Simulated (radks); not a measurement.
Task: Isoelectronic series with 20 electrons, each ion in its NIST ground configuration. Calculated with a radial shooting solver on a logarithmic mesh with Libxc functionals: scalar-relativistic Kohn-Sham, PBE, spin-polarised, spherical densities, finite nucleus; open shells are filled with parallel spins first (spin-orbit coupling, left out, can overturn this in heavy ions); Fermi nuclear charge, rms radius of each element as measured or else 0.836 A^(1/3) + 0.57 fm. Total energies (hartree) and mean radii <r> (bohr):

ion    configuration  E (hartree)      3p      3s       2p
Ca          [Ar] 4s2   -680.32405   1.271   1.156   0.3278
V3+         [Ar] 3d2   -947.17062  0.9925  0.9366   0.2742
Fe6+        [Ar] 3d2  -1262.04389  0.7931  0.7714   0.2356
Cu9+        [Ar] 3d2  -1624.84956  0.6613  0.6547   0.2063
Ge12+       [Ar] 3d2  -2035.97930  0.5676  0.5683   0.1833
Br15+       [Ar] 3d2  -2495.94101  0.4973  0.5018   0.1648
Sr18+       [Ar] 3d2  -3005.33123  0.4424  0.4489   0.1496
Nb21+       [Ar] 3d2  -3564.82973  0.3984  0.4058   0.1369
Ru24+       [Ar] 3d2  -4175.20057  0.3623  0.3700   0.1261
Ag27+       [Ar] 3d2  -4837.30229  0.3321  0.3397   0.1168
Sn30+       [Ar] 3d2  -5552.07892  0.3064  0.3137   0.1087
I33+        [Ar] 3d2  -6320.58185  0.2843  0.2912   0.1016
Ba36+       [Ar] 3d2   -7143.9711  0.2651  0.2714  0.09536
Pr39+       [Ar] 3d2   -8023.5311  0.2481  0.2540  0.08976
Sm42+       [Ar] 3d2   -8960.6388  0.2332  0.2384  0.08474
Er48+       [Ar] 3d2  -11014.0014  0.2078  0.2117  0.07607
Lu51+       [Ar] 3d2  -12133.8343  0.1969  0.2001  0.07231
W54+        [Ar] 3d2  -13318.5991  0.1870  0.1896  0.06886
Ir57+       [Ar] 3d2  -14570.5438  0.1780  0.1799  0.06569
Hg60+       [Ar] 3d2  -15892.2626  0.1698  0.1709  0.06276
Bi63+       [Ar] 3d2  -17286.6822  0.1622  0.1626  0.06005

Estimate the row of Tb45+ ([Ar] 3d2).

Result: E (hartree) -9956.9300; 3p 0.2198; 3s 0.2243; 2p 0.08020.
